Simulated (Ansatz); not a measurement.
Reaction (cleavage of the In–B bond): `[InH2][B]1CN1` + HCl → `[Cl][InH2]` + `B1CN1`

Isolated molecules relaxed with PBE0-D4/def2-TZVP in Ansatz; ΔE leaves out vibrations. CCSD(T)/CBS adds triple-zeta CCSD(T) − MP2 to the extrapolated MP2 energy (def2 sets, frozen cores). This one scheme is used for every species. Functionals use def2-TZVPP. def2 core potentials past Kr. For In outer-core shells are correlated without core-valence functions, which leaves a few kJ/mol of doubt a bond.

`[InH2][B]1CN1`:

Cartesian coordinates in Å:
```
In -1.161 1.200 -1.360
B 0.085 -0.074 -0.045
C 0.520 -0.621 1.379
N 1.071 -0.982 0.087
H -0.711 2.822 -1.757
H -2.674 0.655 -1.998
H 1.151 -0.026 2.038
H -0.073 -1.376 1.893
H 1.792 -1.598 -0.239
```

HCl:

Cartesian coordinates in Å:
```
Cl 0.315 -0.353 0.430
H -0.315 0.353 -0.430
```

`[Cl][InH2]`:

```xyz
4

Cl    0.714    1.223   -1.528
In   -0.089   -0.153    0.191
H    -1.740   -0.534    0.002
H     1.115   -0.537    1.335
```

`B1CN1`:

Cartesian coordinates in Å:
```
B -0.457 -0.747 0.381
C 0.501 0.037 -0.571
N -0.337 0.583 0.502
H -0.992 -1.711 0.809
H 1.578 0.054 -0.407
H 0.212 0.286 -1.591
H -0.506 1.498 0.877
```

CCSD(T)/CBS gives -121.6 kJ/mol.

(1) Another level gave -124.6 kJ/mol. Which?
A. BHLYP-D4/def2-TZVPP
B. BLYP-D4/def2-TZVPP
C. LDA (SPW92)/def2-TZVPP
D. MP2/def2-TZVPP

Largest T1 diagnostic among the species: 0.015.

## Answers

(1) B. BLYP-D4 -124.6, LDA (SPW92) -109.9, MP2/def2-TZVPP -116.3, BHLYP-D4 -134.1 kJ/mol.

From BLYP to BHLYP (50 % exact exchange), in def2-TZVPP and without D4, ΔE moves by −8.4 kJ/mol. The D4 term adds +3.3 kJ/mol with B3LYP and +2.0 kJ/mol with PBE0; it sums over pairs of atoms, weighted by their polarisabilities, and B3LYP, whose exchange is more repulsive, gets the larger term.

B3LYP here is the variant with VWN-RPA as its local correlation; programs differ in this.
